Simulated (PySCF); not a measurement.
C₅H₅N.

```xyz
11

C      0.0000     0.0000     1.3862
C      0.0000     1.1999     0.6725
C      0.0000     1.1429    -0.7252
N      0.0000     0.0000    -1.4157
C      0.0000    -1.1429    -0.7252
C      0.0000    -1.1999     0.6725
H      0.0000     0.0000     2.4792
H      0.0000     2.1645     1.1851
H      0.0000     2.0688    -1.3126
H      0.0000    -2.0688    -1.3126
H      0.0000    -2.1645     1.1851
```
Charge 0, spin multiplicity 1.

Coordinates come from a B3LYP-D3(BJ)/def2-SVP optimisation.

The numbers are results of PBE0/pcSseg-1 run with PySCF, not measurements. Non-relativistic, no solvent.

Computed absolute GIAO shielding of each atom: isotropic value and principal components (ppm):
| atom | σ(iso) | σ11 | σ22 | σ33 | span |
|---|---|---|---|---|---|
| C1 | 42.9 | -73.7 | 22.7 | 179.6 | 253.3 |
| C2 | 55.1 | -60.2 | 51.0 | 174.7 | 234.9 |
| C3 | 27.3 | -86.3 | 23.3 | 145.0 | 231.3 |
| N4 | -101.8 | -424.4 | -182.1 | 301.0 | 725.3 |
| C5 | 27.3 | -86.3 | 23.3 | 145.0 | 231.3 |
| C6 | 55.1 | -60.2 | 51.0 | 174.7 | 234.9 |
| H7 | 23.5 | 20.5 | 23.4 | 26.7 | 6.2 |
| H8 | 24.0 | 21.5 | 23.3 | 27.2 | 5.8 |
| H9 | 22.4 | 18.8 | 22.0 | 26.5 | 7.7 |
| H10 | 22.4 | 18.8 | 22.0 | 26.5 | 7.7 |
| H11 | 24.0 | 21.5 | 23.3 | 27.2 | 5.8 |
